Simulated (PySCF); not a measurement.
Molecule: `[SiH3]N([SiH3])[SiH3]`, H9NSi3.

Mapped SMILES: `[SiH3:1][N:2]([SiH3:3])[SiH3:4]`. Hydrogens are named by the atom that carries them.

Geometry PBE0-D3(BJ)/def2-SVP throughout; GIAO in PySCF, gas phase, one conformer, non-relativistic; equivalent atoms averaged; basis pcSseg-2.

**Question.** How do the shifts δ (against TMS, NH3 at the same level) depend on the functional? (ppm; last column core-seconds on shared hosts with different chips, so compare them loosely; the GGAs took longer than the global hybrids here, which isn't the general rule, and the cause wasn't traced)

**Answer.** 
```tsv
functional	kind	Si1/Si3/Si4	N2	H(Si1)/H(Si3)/H(Si4)	core-s
HF	Hartree–Fock	-48.4	-30.2	4.31	29
LDA	LDA	-44.9	-13.2	5.14	38
PBE	GGA	-46.9	-14.8	4.92	44
BLYP	GGA	-52.9	-11.7	4.79	44
BP86	GGA	-47.1	-15.2	4.90	60
OPBE	GGA	-41.3	-18.3	4.84	55
KT2	GGA	-43.8	-17.7	4.88	51
KT3	GGA	-45.6	-17.0	4.67	46
B97-D	GGA	-49.3	-16.1	4.73	52
B3LYP	global hybrid	-50.8	-16.5	4.67	38
PBE0	global hybrid	-45.4	-20.4	4.74	38
mPW1PW91	global hybrid	-45.7	-20.7	4.71	34
WP04	global hybrid	-50.8	-18.3	4.04	39
B97-2	global hybrid	-46.2	-20.6	4.65	37
BHandHLYP	global hybrid	-49.3	-21.9	4.49	35
CAM-B3LYP	range-separated hybrid	-50.0	-18.6	4.63	48
wB97X-D	range-separated hybrid	-46.7	-21.2	4.67	52
LC-wPBE	range-separated hybrid	-44.3	-24.9	4.59	61
```

**Question.** Which nucleus moves most, in ppm?

**Answer.** N2 (nitrogen bonded to 3 Si): from -30.2 ppm with HF to -11.7 ppm with BLYP. The smallest spread is 1.10 ppm, at H(Si1)/H(Si3)/H(Si4).
